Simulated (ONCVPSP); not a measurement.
## An all-electron radial function and its pseudo partner (F (Z = 9))

Columns: radius, all-electron u(r) and pseudo u(r) of the 2p shell (level -38.26 eV) of fluorine in the configuration [He] 2s2 2p3.5; PBE, non-relativistic, ONCV scheme, ONCVPSP 4.0.1.

| r (bohr) | all-electron | pseudo |
| --- | --- | --- |
| 0.045 | 0.0403 | 0.0212 |
| 0.090 | 0.1321 | 0.0814 |
| 0.135 | 0.2473 | 0.1748 |
| 0.180 | 0.3684 | 0.2914 |
| 0.225 | 0.4852 | 0.4194 |
| 0.270 | 0.5920 | 0.5475 |
| 0.315 | 0.6859 | 0.6660 |
| 0.360 | 0.7660 | 0.7681 |
| 0.405 | 0.8325 | 0.8501 |
| 0.450 | 0.8860 | 0.9114 |
| 0.495 | 0.9270 | 0.9532 |
| 0.540 | 0.9565 | 0.9785 |
| 0.585 | 0.9759 | 0.9913 |
| 0.630 | 0.9862 | 0.9952 |
| 0.675 | 0.9886 | 0.9928 |
| 0.720 | 0.9843 | 0.9858 |
| 0.765 | 0.9743 | 0.9746 |
| 0.810 | 0.9595 | 0.9596 |
| 0.855 | 0.9409 | 0.9409 |
| 0.900 | 0.9191 | 0.9191 |
| 0.945 | 0.8948 | 0.8948 |
| 0.990 | 0.8685 | 0.8685 |
| 1.035 | 0.8408 | 0.8408 |
| 1.080 | 0.8121 | 0.8121 |
| 1.125 | 0.7827 | 0.7827 |
| 1.170 | 0.7529 | 0.7529 |

(1) How many radial nodes do the two functions have?

(2) At about which radius was the pseudo-wave matched?

(3) Is the pseudo-wave norm-conserving?

Answers

(1) The all-electron 2p function has n − l − 1 = 0; the pseudo-wave has 0.

(2) 0.90 bohr. The columns agree to 0.0005 from 0.77 bohr on; several derivatives are matched, so the curves merge somewhat inside the radius.

(3) Yes: the ONCV scheme keeps the norm inside the radius equal to the all-electron one, which fixes the energy derivative of the logarithmic derivative at the level.
